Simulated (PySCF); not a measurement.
A geometry optimisation, step by step.

Species: Nb(NCO)4, C4N4NbO4 (doublet state).
Bonds: Nb1–N2, Nb1–N5, Nb1–N8, Nb1–N11, N2–C3, C3–O4, N5–C6, C6–O7, N8–C9, C9–O10, N11–C12, C12–O13.

Computed by this run: PBE0-D3(BJ)/def2-SVP geometry optimisation, gas phase, def2 core potentials past Kr in PySCF; unrestricted, density fitting, grid level 1; the optimiser is geomeTRIC in internal coordinates, started from a GFN2-xTB structure with every atom displaced at random (about 0.03 Å). 13 of its 14 geometries are shown. The frame can shift and turn from step to step; on so coarse a grid that alone can change the energy by a few meV, and forces under 0.02 eV/Å are noise.

Step 0: E = -19816.2144 eV, largest atomic force 9.236 eV/Å
```
atom  x, y, z in Å  |  force x, y, z in eV/Å
Nb1     0.062   -0.074    0.008   -1.972   1.594  -1.777
N2      0.226   -0.560    1.851   -0.702   0.646  -2.269
C3      0.265   -0.790    3.003    2.035  -1.219   6.149
O4      0.521   -1.029    4.143   -1.226   0.461  -2.312
N5      1.859    0.502   -0.311    0.335  -0.182  -0.032
C6      3.011    0.748   -0.521    4.071   0.451  -0.781
O7      4.165    0.957   -0.723   -2.623  -0.288   0.467
N8     -0.697    1.390   -1.200    1.250  -2.597   2.472
C9     -1.246    2.290   -1.742   -0.219   0.641  -1.028
O10    -1.718    3.121   -2.389   -0.807   1.228  -0.486
N11    -1.390   -1.348   -0.381    3.157   2.622   0.968
C12    -2.091   -2.223   -0.695   -6.574  -5.961  -2.558
O13    -2.935   -3.037   -1.023    3.274   2.604   1.188
```

Step 1: E = -19816.8514 eV, largest atomic force 3.073 eV/Å
```
atom  x, y, z in Å  |  force x, y, z in eV/Å
Nb1     0.046   -0.073    0.004   -1.093   0.924  -0.953
N2      0.227   -0.511    1.891   -0.504   0.206  -0.320
C3      0.274   -0.711    3.077    1.081  -0.253   1.701
O4      0.468   -0.917    4.215   -0.616   0.134  -0.844
N5      1.888    0.464   -0.340    0.348  -0.230  -0.077
C6      3.054    0.683   -0.568    1.050  -0.061  -0.247
O7      4.188    0.878   -0.782   -0.733   0.010   0.143
N8     -0.712    1.390   -1.158    0.280  -0.846   1.174
C9     -1.275    2.314   -1.685    0.075   0.143  -0.566
O10    -1.773    3.179   -2.286   -0.210   0.223   0.130
N11    -1.389   -1.374   -0.434    1.349   0.574   0.302
C12    -2.094   -2.276   -0.785   -2.309  -1.792  -0.948
O13    -2.872   -3.097   -1.127    1.283   0.967   0.504
```

Step 2: E = -19817.0749 eV, largest atomic force 0.558 eV/Å
```
atom  x, y, z in Å  |  force x, y, z in eV/Å
Nb1     0.040   -0.044   -0.024   -0.331   0.261  -0.193
N2      0.195   -0.435    1.890   -0.235   0.125   0.368
C3      0.220   -0.602    3.091    0.324   0.088  -0.446
O4      0.309   -0.777    4.235   -0.161  -0.050   0.284
N5      1.918    0.397   -0.394    0.312  -0.241  -0.139
C6      3.093    0.557   -0.643   -0.336  -0.133   0.045
O7      4.220    0.716   -0.874    0.256   0.087  -0.049
N8     -0.737    1.420   -1.095   -0.139   0.083   0.375
C9     -1.321    2.365   -1.576    0.016   0.127  -0.277
O10    -1.860    3.262   -2.091    0.052  -0.139   0.173
N11    -1.330   -1.393   -0.475    0.361  -0.285  -0.123
C12    -2.009   -2.328   -0.840    0.116   0.526   0.115
O13    -2.706   -3.189   -1.182   -0.234  -0.448  -0.134
```

Step 3: E = -19817.1869 eV, largest atomic force 1.082 eV/Å
```
atom  x, y, z in Å  |  force x, y, z in eV/Å
Nb1     0.005   -0.060   -0.008    0.249   0.169   0.022
N2      0.176   -0.321    1.941   -0.159   0.060   0.220
C3      0.207   -0.402    3.153   -0.098   0.032  -0.795
O4      0.235   -0.499    4.309    0.057  -0.016   0.390
N5      1.907    0.276   -0.435   -0.029  -0.293  -0.108
C6      3.081    0.375   -0.724   -0.564   0.017   0.135
O7      4.205    0.496   -0.991    0.346   0.008  -0.083
N8     -0.781    1.449   -0.987   -0.198   0.284   0.128
C9     -1.364    2.422   -1.417    0.079  -0.090   0.037
O10    -1.917    3.351   -1.850    0.054  -0.081   0.006
N11    -1.279   -1.450   -0.569   -0.007  -0.544  -0.166
C12    -1.911   -2.397   -1.001    0.556   0.836   0.404
O13    -2.532   -3.291   -1.398   -0.288  -0.382  -0.189
```

Step 4: E = -19817.2592 eV, largest atomic force 1.002 eV/Å
```
atom  x, y, z in Å  |  force x, y, z in eV/Å
Nb1     0.008    0.005   -0.038    0.341  -0.268   0.343
N2      0.088   -0.219    1.921    0.053   0.119   0.180
C3      0.067   -0.276    3.135   -0.292  -0.023  -0.650
O4      0.005   -0.348    4.293    0.161   0.007   0.215
N5      1.920    0.178   -0.507   -0.186  -0.166  -0.053
C6      3.088    0.188   -0.827   -0.212   0.155   0.084
O7      4.212    0.232   -1.125    0.124  -0.068  -0.045
N8     -0.820    1.548   -0.901   -0.234   0.413  -0.108
C9     -1.413    2.538   -1.278    0.056  -0.146   0.136
O10    -1.986    3.485   -1.638    0.056  -0.048  -0.054
N11    -1.151   -1.485   -0.591   -0.238  -0.556  -0.339
C12    -1.722   -2.474   -1.016    0.553   0.734   0.401
O13    -2.265   -3.424   -1.406   -0.182  -0.154  -0.110
```

Step 5: E = -19817.2834 eV, largest atomic force 0.442 eV/Å
```
atom  x, y, z in Å  |  force x, y, z in eV/Å
Nb1    -0.013   -0.010   -0.003    0.193   0.054   0.018
N2      0.059   -0.148    1.954   -0.001   0.018   0.089
C3      0.043   -0.155    3.166   -0.190  -0.050  -0.132
O4      0.000   -0.175    4.329    0.116   0.010   0.017
N5      1.881    0.096   -0.518   -0.092  -0.083  -0.035
C6      3.039    0.075   -0.870   -0.034   0.112   0.037
O7      4.155    0.077   -1.202    0.033  -0.041  -0.020
N8     -0.853    1.565   -0.812   -0.121   0.196  -0.030
C9     -1.437    2.565   -1.172    0.085  -0.191   0.101
O10    -2.000    3.523   -1.520    0.006   0.029  -0.057
N11    -1.088   -1.520   -0.645   -0.118  -0.283  -0.126
C12    -1.622   -2.501   -1.120    0.232   0.311   0.212
O13    -2.134   -3.445   -1.565   -0.108  -0.082  -0.075
```

Step 6: E = -19817.2922 eV, largest atomic force 0.115 eV/Å
```
atom  x, y, z in Å  |  force x, y, z in eV/Å
Nb1    -0.003    0.006   -0.002   -0.017  -0.012  -0.014
N2      0.040   -0.156    1.953   -0.037   0.035  -0.062
C3      0.015   -0.186    3.162   -0.004  -0.032   0.102
O4     -0.007   -0.223    4.327    0.013   0.001  -0.044
N5      1.886    0.108   -0.521   -0.034  -0.033  -0.022
C6      3.043    0.092   -0.875    0.064   0.042  -0.007
O7      4.158    0.087   -1.212   -0.040  -0.004   0.011
N8     -0.857    1.580   -0.808    0.000  -0.028   0.080
C9     -1.439    2.573   -1.183    0.020  -0.015  -0.034
O10    -1.996    3.525   -1.555   -0.007   0.019  -0.017
N11    -1.067   -1.521   -0.632    0.101   0.052   0.019
C12    -1.606   -2.499   -1.096   -0.078  -0.064  -0.024
O13    -2.137   -3.438   -1.537    0.019   0.039   0.012
```

Step 8: E = -19817.2987 eV, largest atomic force 0.165 eV/Å
```
atom  x, y, z in Å  |  force x, y, z in eV/Å
Nb1     0.000    0.004    0.031   -0.062   0.032  -0.048
N2      0.018   -0.187    1.982   -0.061   0.040   0.014
C3      0.009   -0.269    3.189    0.144  -0.017   0.008
O4      0.025   -0.354    4.351   -0.072   0.000   0.020
N5      1.879    0.139   -0.507    0.063  -0.011   0.002
C6      3.033    0.181   -0.867   -0.025  -0.016   0.000
O7      4.144    0.221   -1.214    0.016   0.018   0.002
N8     -0.854    1.569   -0.790   -0.013  -0.042   0.130
C9     -1.405    2.545   -1.245    0.022   0.046  -0.154
O10    -1.925    3.480   -1.706   -0.010  -0.018   0.054
N11    -1.051   -1.521   -0.612    0.103   0.036   0.025
C12    -1.633   -2.475   -1.073   -0.143  -0.052  -0.064
O13    -2.211   -3.384   -1.517    0.038  -0.016   0.012
```

Step 9: E = -19817.3013 eV, largest atomic force 0.139 eV/Å
```
atom  x, y, z in Å  |  force x, y, z in eV/Å
Nb1    -0.003   -0.001    0.047   -0.018   0.002  -0.039
N2      0.008   -0.189    1.999   -0.038   0.026   0.037
C3      0.012   -0.290    3.206    0.110  -0.012  -0.028
O4      0.035   -0.392    4.365   -0.056   0.002   0.024
N5      1.872    0.142   -0.500    0.059  -0.005   0.016
C6      3.025    0.211   -0.864   -0.030  -0.020   0.001
O7      4.134    0.275   -1.214    0.021   0.015   0.000
N8     -0.856    1.562   -0.771   -0.034   0.005   0.086
C9     -1.387    2.530   -1.267    0.012   0.041  -0.133
O10    -1.890    3.457   -1.761   -0.011  -0.015   0.056
N11    -1.040   -1.527   -0.613    0.043  -0.012   0.007
C12    -1.643   -2.466   -1.079   -0.089  -0.012  -0.036
O13    -2.235   -3.363   -1.528    0.029  -0.013   0.009
```

Step 10: E = -19817.3038 eV, largest atomic force 0.050 eV/Å
```
atom  x, y, z in Å  |  force x, y, z in eV/Å
Nb1    -0.004   -0.003    0.050   -0.003   0.012  -0.035
N2      0.004   -0.185    2.004    0.006   0.014   0.021
C3      0.018   -0.295    3.210    0.015  -0.007  -0.047
O4      0.034   -0.404    4.369   -0.008   0.002   0.018
N5      1.874    0.138   -0.496    0.011  -0.002   0.022
C6      3.027    0.220   -0.856   -0.016  -0.005   0.006
O7      4.136    0.300   -1.201    0.012   0.004  -0.001
N8     -0.863    1.563   -0.759   -0.010   0.007   0.030
C9     -1.385    2.523   -1.278    0.005  -0.013  -0.025
O10    -1.886    3.446   -1.782   -0.003   0.001   0.011
N11    -1.030   -1.534   -0.619   -0.015  -0.034  -0.015
C12    -1.648   -2.464   -1.086    0.011   0.040   0.021
O13    -2.246   -3.358   -1.534   -0.004  -0.017  -0.007
```

Step 11: E = -19817.3045 eV, largest atomic force 0.032 eV/Å
```
atom  x, y, z in Å  |  force x, y, z in eV/Å
Nb1    -0.004   -0.003    0.045    0.005  -0.021  -0.019
N2      0.006   -0.183    1.999    0.015   0.010   0.005
C3      0.025   -0.297    3.204   -0.017  -0.005  -0.012
O4      0.040   -0.408    4.364    0.009   0.002   0.000
N5      1.877    0.139   -0.491   -0.003  -0.001   0.013
C6      3.031    0.226   -0.843    0.005   0.002   0.004
O7      4.143    0.311   -1.181   -0.003  -0.001   0.001
N8     -0.867    1.561   -0.759   -0.008   0.019   0.001
C9     -1.388    2.519   -1.285   -0.007  -0.010   0.008
O10    -1.892    3.440   -1.790    0.003   0.001  -0.005
N11    -1.030   -1.536   -0.622   -0.014  -0.015  -0.013
C12    -1.654   -2.463   -1.087    0.020   0.018   0.018
O13    -2.256   -3.356   -1.532   -0.004   0.001  -0.003
```

Step 12: E = -19817.3051 eV, largest atomic force 0.028 eV/Å
```
atom  x, y, z in Å  |  force x, y, z in eV/Å
Nb1    -0.004   -0.005    0.039    0.001  -0.007  -0.003
N2      0.009   -0.182    1.993    0.011   0.005  -0.010
C3      0.032   -0.300    3.197   -0.024  -0.001   0.008
O4      0.051   -0.414    4.356    0.012   0.000  -0.005
N5      1.881    0.141   -0.485   -0.011   0.000  -0.002
C6      3.038    0.234   -0.826    0.013   0.004   0.005
O7      4.153    0.324   -1.153   -0.007  -0.002   0.002
N8     -0.872    1.560   -0.762    0.006   0.005  -0.007
C9     -1.395    2.513   -1.294   -0.007  -0.011   0.025
O10    -1.900    3.431   -1.802    0.002   0.004  -0.012
N11    -1.030   -1.538   -0.627   -0.002   0.005  -0.007
C12    -1.662   -2.462   -1.087    0.010  -0.007   0.007
O13    -2.270   -3.353   -1.527   -0.004   0.006   0.000
```

Step 13: E = -19817.3054 eV, largest atomic force under 0.02 eV/Å
```
atom  x, y, z in Å  |  force x, y, z in eV/Å
Nb1    -0.003   -0.005    0.034    0.001  -0.010   0.007
N2      0.010   -0.181    1.987    0.001   0.001  -0.008
C3      0.035   -0.302    3.191   -0.011   0.000   0.014
O4      0.058   -0.418    4.350    0.005  -0.001  -0.006
N5      1.883    0.143   -0.481   -0.007   0.002  -0.011
C6      3.043    0.239   -0.814    0.009   0.002   0.006
O7      4.160    0.332   -1.133   -0.004   0.000   0.001
N8     -0.875    1.559   -0.763    0.008   0.002  -0.009
C9     -1.400    2.509   -1.298   -0.008  -0.001   0.014
O10    -1.907    3.424   -1.809    0.001   0.001  -0.007
N11    -1.030   -1.539   -0.630    0.008   0.012  -0.003
C12    -1.666   -2.462   -1.087   -0.003  -0.013   0.001
O13    -2.278   -3.351   -1.525    0.000   0.005   0.001
```

Q: Summarise the path.

A: The energy falls by 1.0911 eV from step 0 to step 13; nine tenths of that is first reached at step 4. It falls at every step. The largest force goes from 9.236 to under 0.02 eV/Å. Among the bonds Nb1–N8 changes most, from 2.044 to 1.960 Å; the atoms move by 0.595 Å rms after alignment.

Q: Follow the three bonds and two angles with the largest change from start to end.

A: 
```json
{"step": "0", "E above end (eV)": "1.0911", "largest force (eV/Å)": "9.236", "Nb1–N8 (Å)": "2.044", "C12–O13 (Å)": "1.217", "Nb1–N2 (Å)": "1.913", "N5–Nb1–N11 (°)": "148.6", "N2–Nb1–N8 (°)": "141.6"}
{"step": "1", "E above end (eV)": "0.4541", "largest force (eV/Å)": "3.073", "Nb1–N8 (Å)": "2.016", "C12–O13 (Å)": "1.182", "Nb1–N2 (Å)": "1.946", "N5–Nb1–N11 (°)": "145.5", "N2–Nb1–N8 (°)": "139.2"}
{"step": "2", "E above end (eV)": "0.2305", "largest force (eV/Å)": "0.558", "Nb1–N8 (Å)": "1.974", "C12–O13 (Å)": "1.159", "Nb1–N2 (Å)": "1.959", "N5–Nb1–N11 (°)": "140.7", "N2–Nb1–N8 (°)": "135.2"}
{"step": "3", "E above end (eV)": "0.1185", "largest force (eV/Å)": "1.082", "Nb1–N8 (Å)": "1.963", "C12–O13 (Å)": "1.159", "Nb1–N2 (Å)": "1.973", "N5–Nb1–N11 (°)": "133.1", "N2–Nb1–N8 (°)": "129.0"}
{"step": "4", "E above end (eV)": "0.0463", "largest force (eV/Å)": "1.002", "Nb1–N8 (Å)": "1.952", "C12–O13 (Å)": "1.161", "Nb1–N2 (Å)": "1.974", "N5–Nb1–N11 (°)": "124.8", "N2–Nb1–N8 (°)": "123.1"}
{"step": "5", "E above end (eV)": "0.0220", "largest force (eV/Å)": "0.442", "Nb1–N8 (Å)": "1.960", "C12–O13 (Å)": "1.163", "Nb1–N2 (Å)": "1.963", "N5–Nb1–N11 (°)": "119.0", "N2–Nb1–N8 (°)": "118.9"}
{"step": "6", "E above end (eV)": "0.0132", "largest force (eV/Å)": "0.115", "Nb1–N8 (Å)": "1.964", "C12–O13 (Å)": "1.165", "Nb1–N2 (Å)": "1.962", "N5–Nb1–N11 (°)": "118.5", "N2–Nb1–N8 (°)": "119.0"}
{"step": "7", "E above end (eV)": "0.0104", "largest force (eV/Å)": "0.188", "Nb1–N8 (Å)": "1.962", "C12–O13 (Å)": "1.165", "Nb1–N2 (Å)": "1.961", "N5–Nb1–N11 (°)": "118.6", "N2–Nb1–N8 (°)": "119.3"}
{"step": "8", "E above end (eV)": "0.0067", "largest force (eV/Å)": "0.165", "Nb1–N8 (Å)": "1.962", "C12–O13 (Å)": "1.165", "Nb1–N2 (Å)": "1.961", "N5–Nb1–N11 (°)": "118.6", "N2–Nb1–N8 (°)": "119.8"}
{"step": "9", "E above end (eV)": "0.0041", "largest force (eV/Å)": "0.139", "Nb1–N8 (Å)": "1.959", "C12–O13 (Å)": "1.165", "Nb1–N2 (Å)": "1.962", "N5–Nb1–N11 (°)": "118.0", "N2–Nb1–N8 (°)": "119.7"}
{"step": "10", "E above end (eV)": "0.0017", "largest force (eV/Å)": "0.050", "Nb1–N8 (Å)": "1.960", "C12–O13 (Å)": "1.165", "Nb1–N2 (Å)": "1.963", "N5–Nb1–N11 (°)": "117.5", "N2–Nb1–N8 (°)": "119.1"}
{"step": "11", "E above end (eV)": "0.0009", "largest force (eV/Å)": "0.032", "Nb1–N8 (Å)": "1.959", "C12–O13 (Å)": "1.165", "Nb1–N2 (Å)": "1.962", "N5–Nb1–N11 (°)": "117.7", "N2–Nb1–N8 (°)": "118.9"}
{"step": "12", "E above end (eV)": "0.0003", "largest force (eV/Å)": "0.028", "Nb1–N8 (Å)": "1.960", "C12–O13 (Å)": "1.165", "Nb1–N2 (Å)": "1.962", "N5–Nb1–N11 (°)": "118.1", "N2–Nb1–N8 (°)": "118.8"}
{"step": "13", "E above end (eV)": "0.0000", "largest force (eV/Å)": "under 0.02", "Nb1–N8 (Å)": "1.960", "C12–O13 (Å)": "1.165", "Nb1–N2 (Å)": "1.962", "N5–Nb1–N11 (°)": "118.3", "N2–Nb1–N8 (°)": "118.6"}
```

The cost below is that of the whole optimisation. On one thread, Arm Neoverse V2 (aarch64), shared host with 96 logical CPUs at a one-minute load of 45, this took 16 min and 1.2 GiB of memory at its peak.
